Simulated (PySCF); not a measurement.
Cu(H) cation (CuH), SMILES [CuH] (connectivity only; charge and spin as stated), charge +1, multiplicity 2.

Coordinates come from a r2SCAN-D4/def2-TZVPD optimisation. The multiplicity is an assumed one; other spin states were not compared.

Method: ωB97X/def2-TZVPD in PySCF.

Gas-phase values at a fixed geometry.

```json
{
  "total_energy": "-1640.77540 hartree",
  "point_group": "C∞v",
  "α spin, highest occupied and lowest empty level": "-18.71 and -6.84 eV",
  "β spin, highest occupied and lowest empty level": "-20.22 and -9.93 eV",
  "dipole_moment_about_the_centre_of_nuclear_charge": "0.201 e·Å",
  "mean_static_polarisability": "13.8 bohr³ (2.05 Å³)",
  "polarisability_principal_values": "10.9, 10.9, 19.7 bohr³",
  "⟨S²⟩": "0.756 (pure state 0.75)"
}
```
